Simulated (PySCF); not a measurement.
B(AsH2)(H)(OH) (AsBH₄O), SMILES OB[AsH2].

Geometry optimised at PBE-D3(BJ)/def2-TZVP. The values are those of a single conformer.

Level of theory: TDA-LC-ωPBE/def2-SVPD run with PySCF.

Vertical excitations. The molecule is in vacuum.

| state | energy (eV) | λ (nm) | f | main pairs |
|---|---|---|---|---|
| S1 | 5.63 | 220 | 0.025 | HOMO→LUMO 44 %, HOMO→LUMO+1 33 %, HOMO−1→LUMO+1 11 % |
| S2 | 6.50 | 191 | 0.029 | HOMO→LUMO+2 42 %, HOMO→LUMO+1 25 %, HOMO→LUMO 18 % |
| S3 | 6.85 | 181 | 0.064 | HOMO→LUMO+2 48 %, HOMO→LUMO 25 %, HOMO→LUMO+1 7 % |
| S4 | 7.17 | 173 | 0.048 | HOMO−1→LUMO 45 %, HOMO−1→LUMO+1 23 %, HOMO→LUMO+1 17 %, HOMO→LUMO+5 7 % |
| S5 | 7.85 | 158 | 0.217 | HOMO→LUMO+5 54 %, HOMO→LUMO+4 13 % |
| S6 | 8.05 | 154 | 0.104 | HOMO→LUMO+3 39 %, HOMO−1→LUMO+1 26 %, HOMO−1→LUMO 10 %, HOMO→LUMO+4 6 % |
| S7 | 8.34 | 149 | 0.055 | HOMO−1→LUMO+2 36 %, HOMO→LUMO+3 15 %, HOMO−1→LUMO+1 12 %, HOMO→LUMO+5 6 % |
| S8 | 8.58 | 145 | 0.026 | HOMO−1→LUMO+2 26 %, HOMO→LUMO+3 18 %, HOMO−2→LUMO 12 %, HOMO→LUMO+4 8 % |
| S9 | 8.76 | 142 | 0.052 | HOMO→LUMO+4 45 %, HOMO→LUMO+5 8 %, HOMO→LUMO+7 8 % |
| S10 | 8.93 | 139 | 0.059 | HOMO−2→LUMO+1 30 %, HOMO−1→LUMO+2 18 %, HOMO−2→LUMO 17 %, HOMO−4→LUMO+1 5 % |
| T1 | 4.73 | 262 | 0 | HOMO→LUMO 49 %, HOMO→LUMO+1 36 % |
| T2 | 5.61 | 221 | 0 | HOMO→LUMO+2 71 % |
| T3 | 5.93 | 209 | 0 | HOMO→LUMO+5 22 %, HOMO−1→LUMO 19 %, HOMO→LUMO 18 %, HOMO−1→LUMO+1 12 % |
| T4 | 6.56 | 189 | 0 | HOMO−1→LUMO 32 %, HOMO→LUMO+1 30 %, HOMO−1→LUMO+1 17 %, HOMO→LUMO+5 5 % |
Triplets are in the Tamm–Dancoff approximation.
